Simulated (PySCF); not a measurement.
H3Sn, SMILES [SnH3-], charge -1.

Coordinates come from a B3LYP-D3(BJ)/def2-TZVPD optimisation. The def2 effective core potentials stand for the cores of Sn; spin–orbit coupling is left out.

Calculation: PBE0/def2-TZVPD (PySCF).

Symmetry labels are those of the subgroup Cs that the program uses (full group C3v).

Computed valence orbital energies around the gap with their symmetry:
```tsv
orbital	symmetry	energy (eV)
HOMO−7	A'	-21.61
HOMO−6	A'	-21.49
HOMO−5	A"	-21.49
HOMO−4	A'	-21.42
HOMO−3	A'	-7.61
HOMO−2	A'	-2.59
HOMO−1	A"	-2.59
HOMO	A'	-0.40
LUMO	A'	4.09
LUMO+1	A"	4.86
LUMO+2	A'	4.86
LUMO+3	A'	5.74
```
